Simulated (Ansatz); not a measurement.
The cluster Ag2Au (the lowest doublet isomer of a short search). Charge 0, multiplicity 2. Geometry r2SCAN-D4/def2-TZVP, basis def2-TZVP, Ansatz.

```tsv
atom	x (Å)	y (Å)	z (Å)
Au1	-0.719	-1.341	-0.390
Ag2	1.477	0.026	0.355
Ag3	-0.758	1.316	0.034
```

```json
{"run": "A", "HOMO (eV)": "-4.30", "LUMO (eV)": "-3.46"}
{"run": "B", "HOMO (eV)": "-4.47", "LUMO (eV)": "-3.16"}
{"run": "C", "HOMO (eV)": "-4.56", "LUMO (eV)": "-2.83"}
{"run": "D", "HOMO (eV)": "-4.07", "LUMO (eV)": "-3.73"}
{"run": "E", "HOMO (eV)": "-4.45", "LUMO (eV)": "-4.08"}
{"run": "F", "HOMO (eV)": "-4.74", "LUMO (eV)": "-2.73"}
```

In the def2 sets Ag, Au take a core potential; there is no spin–orbit coupling. The structure comes from a short search, and lower isomers may exist.

HOMO and LUMO are taken over both spins.

**Question.** The runs used BLYP, LDA (SPW92), PBE0, r2SCAN, r2SCAN0, r2SCANh. Estimate which is which.

**Answer.** A r2SCAN (0 % exact exchange); B r2SCANh (10 % exact exchange); C PBE0 (25 % exact exchange); D BLYP (0 % exact exchange); E LDA (SPW92) (0 % exact exchange); F r2SCAN0 (25 % exact exchange). Exact exchange lowers occupied and raises empty levels; among semilocal functionals meta-GGAs tend to open the gap a little, and such runs are hard to tell apart. The gap grows from 0.34 eV (BLYP) to 2.01 eV (r2SCAN0).
